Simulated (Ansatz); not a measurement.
Calculated with Ansatz (gas phase, PBE0-D4/def2-TZVP geometries, no zero-point term in ΔE). CCSD(T)/CBS adds triple-zeta CCSD(T) − MP2 to the extrapolated MP2 energy (def2 sets, frozen cores). This one scheme is used for every species. Functionals use def2-TZVPP. One conformer a species, not always the lowest.

`N=C(F)B(F)Cl` + CH₃OH → `COB(F)Cl` + `N=CF`  (ligand exchange at a B–C bond)

`N=C(F)B(F)Cl`:

```xyz
7

N     0.880    1.096    0.589
C     0.356   -0.007    0.328
F     0.748   -1.156    0.916
B    -0.820   -0.158   -0.721
F    -1.254    0.910   -1.335
Cl   -1.533   -1.703   -1.063
H     1.623    1.018    1.286
```

CH₃OH:

```xyz
6

C     0.026    0.003   -0.355
O     0.289    0.410    0.968
H     0.620    0.642   -1.010
H    -1.030    0.123   -0.628
H     0.320   -1.038   -0.538
H    -0.225   -0.139    1.563
```

`COB(F)Cl`:

Cartesian coordinates in Å:
```
C -0.104 -0.954 -0.572
O 0.010 -0.304 0.678
B 0.124 1.010 0.872
F 0.217 1.453 2.112
Cl 0.159 2.202 -0.429
H -1.084 -1.430 -0.629
H 0.668 -1.721 -0.630
H 0.010 -0.254 -1.402
```

`N=CF`:

```xyz
5

N     0.458   -0.675    0.497
C    -0.152    0.088   -0.270
F    -0.538   -0.340   -1.466
H     0.683   -0.202    1.367
H    -0.451    1.129   -0.127
```

| level | ΔE (kcal/mol) |
| --- | --- |
| BHLYP | -34.7 |
| CCSD/def2-SVP | -34.8 |

**Question.** What does CCSD(T)/CBS give? (Best estimate.)

**Answer.** Computed: -32.8 kcal/mol. The listed levels differ from it by -1.9, -2.0 kcal/mol.

Largest T1 diagnostic among the species: 0.014.

From BLYP to BHLYP (50 % exact exchange), in def2-TZVPP and without D4, ΔE moves by −3.1 kcal/mol. At CCSD(T), def2-SVP lies −1.6 kcal/mol from the extrapolated value and def2-TZVPP −0.0 kcal/mol. In def2-TZVPP, CCSD(T) changes the Hartree–Fock value by +3.4 kcal/mol (the triples alone add +0.5 kcal/mol) and MP2 by +2.6 kcal/mol.

CCSD(T)/CBS has its own doubt, a few kJ/mol and more with outer-core shells, so smaller differences from it don't rank the levels.
